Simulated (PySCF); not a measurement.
Isomers of C3H9FO3Si2, one GFN2-xTB conformer each. Single-point energies are computed at PBE0/pcSseg-1 (PySCF, gas phase, no added dispersion term), electronic only.

```json
{"SMILES": "CO[C@H](F)[SiH2][SiH2]C(=O)O", "GFN2-xTB relative energy (kcal/mol)": "185.7"}
{"SMILES": "F[Si]1(O[SiH3])OCCCO1", "GFN2-xTB relative energy (kcal/mol)": "0.0"}
```

Conformers: `[CH3:1][O:2][C@H:3]([F:4])[SiH2:5][SiH2:6][C:7](=[O:8])[OH:9]` with C1–O2–C3–F4 -67°, O2–C3–Si5–Si6 43°, C3–Si5–Si6–C7 176°, Si5–Si6–C7–O8 -159°, Si6–C7–O9–H 178°; `[F:1][Si:2]1([O:3][SiH3:4])[O:5][CH2:6][CH2:7][CH2:8][O:9]1` with F1–Si2–O3–Si4 -36°, F1–Si2–O5–C6 101°, Si2–O5–C6–C7 40°, O5–C6–C7–C8 -61°, C6–C7–C8–O9 60°.

Task: What does PBE0/pcSseg-1 give for the same structures?

Result: 
| SMILES | PBE0/pcSseg-1 E (Eh) | PBE0/pcSseg-1 (kcal/mol) | GFN2-xTB (kcal/mol) | point group |
| --- | --- | --- | --- | --- |
| F[Si]1(O[SiH3])OCCCO1 | -1023.67449 | 0.0 | 0.0 | C1 |
| CO[C@H](F)[SiH2][SiH2]C(=O)O | -1023.44373 | 144.8 | 185.7 | C1 |

Both levels put the same isomer lowest. As drawn, the lower has an Si–O bond and an Si–F bond, which the higher lacks; the higher has a C=O bond, an O–H bond and a C(=O)–O unit, which the lower lacks.

Task: Which frontier levels, dipoles and rotational constants go with these structures?

Result: 
| SMILES | HOMO (eV, PBE0/pcSseg-1) | LUMO (eV) | dipole (D) | A, B, C (MHz) |
| --- | --- | --- | --- | --- |
| F[Si]1(O[SiH3])OCCCO1 | -8.53 | 0.29 | 2.60 | 2353, 739.9, 721.4 |
| CO[C@H](F)[SiH2][SiH2]C(=O)O | -7.60 | -0.68 | 3.15 | 2451, 512.6, 481.4 |
